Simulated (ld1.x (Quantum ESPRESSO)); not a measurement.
**PBE TM dataset for vanadium (V), scalar-relativistic all-electron reference.**

ld1.x (Quantum ESPRESSO) 7.5 input, shortened:

```
&input
   title='V', zed=23., rel=1, dft='PBE', iswitch=3,
   config='[Ar] 3d4 4s1 4p0'
 /
 &inputp
   pseudotype=2, tm=.true., lloc=0,
   nlcc=.false.
 /
3
3P  2  1   6.00   0.00  1.45  1.45  0.0
3D  3  2   4.00   0.00  1.65  1.65  0.0
3S  1  0   2.00   0.00  1.00  1.00  0.0
 &test
   configts(1)='3s2 3p6 3d4 4s1 4p0'
 /
```

Occupied shells without a wave of their own: 4s. They enter only through the test configuration that unscreens the potential.

Poles of the logarithmic derivatives, all-electron (AE) and pseudo (PS). s: poles at -4.5 (AE) and -4.5 (PS) Ry. p: poles at -2.4 (AE) and -2.4 (PS) Ry. d: poles at 0.9 (AE) and 0.9 (PS) Ry. Test radius 1.79 bohr.

* Cutoffs needed: 140 Ry and 230 Ry (the cutoffs (Ry, on a coarse ladder) from which the occupation-weighted sum of valence levels, in a spherical-Bessel basis at the reference potential, stays within 10 and 1 mRy of its value at 400 Ry)
* Ghost test: no extra level below or beside the all-electron valence levels (p, d, s, f tested) (spherical-Bessel basis up to 400 Ry, 20 bohr box)
* Largest excitation error: +168 meV (all-electron minus pseudo) for 3s2 3p6 3d2 4s2 4p1, out of 7 test configurations
